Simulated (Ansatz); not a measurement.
Consider the isomerisation: `B[SiH]1C[SiH2][SiH2]1` → `C[SiH2][SiH]1B[SiH2]1`.

Gas-phase electronic energies from Ansatz, PBE0-D4/def2-TZVP geometries. CCSD(T)/CBS adds triple-zeta CCSD(T) − MP2 to the extrapolated MP2 energy (def2 sets, frozen cores). DFT in def2-TZVPP. B3LYP here is the variant with VWN-RPA as its local correlation; programs differ in this. One conformer a species, not always the lowest.

| level | ΔE (kJ/mol) | difference from CCSD(T)/CBS |
| --- | --- | --- |
| PBE-D4 | 92.6 | 8.8 |
| r2SCAN-D4 | 91.9 | 8.1 |
| PBE0-D4 | 96.3 | 12.5 |
| B3LYP-D4 | 82.1 | -1.7 |
| ωB97X-V | 95.4 | 11.6 |
| ωB97M-V | 94.8 | 11.0 |
| B2PLYP | 79.3 | -4.5 |
| PBE | 88.3 | 4.5 |
| r2SCAN | 91.3 | 7.5 |
| PBE0 | 93.0 | 9.2 |
| B3LYP | 74.9 | -8.9 |
| HF/def2-TZVPP | 64.6 | -19.2 |
| MP2/def2-TZVPP | 90.0 | 6.2 |
| SCS-MP2/def2-TZVPP | 83.9 | 0.1 |
| CCSD/def2-TZVPP | 81.1 | -2.7 |
| CCSD(T)/def2-TZVPP | 81.5 | -2.3 |
| HF/def2-QZVPP | 65.3 | -18.5 |
| MP2/def2-QZVPP | 91.5 | 7.7 |
| SCS-MP2/def2-QZVPP | 85.2 | 1.4 |
| HF/CBS(def2) | 65.3 | -18.5 |
| MP2/CBS(def2) | 92.2 | 8.4 |
| CCSD/CBS(def2) | 83.4 | -0.4 |
| CCSD(T)/CBS | 83.8 | 0 |

Largest T1 diagnostic among the species: 0.015.

The D4 term adds +7.2 kJ/mol with B3LYP and +3.3 kJ/mol with PBE0; it sums over pairs of atoms, weighted by their polarisabilities, and B3LYP, whose exchange is more repulsive, gets the larger term. In def2-TZVPP, CCSD(T) changes the Hartree–Fock value by +16.8 kJ/mol (the triples alone add +0.4 kJ/mol) and MP2 by +25.3 kJ/mol. From PBE to PBE0 (25 % exact exchange), in def2-TZVPP and without D4, ΔE moves by +4.7 kJ/mol.
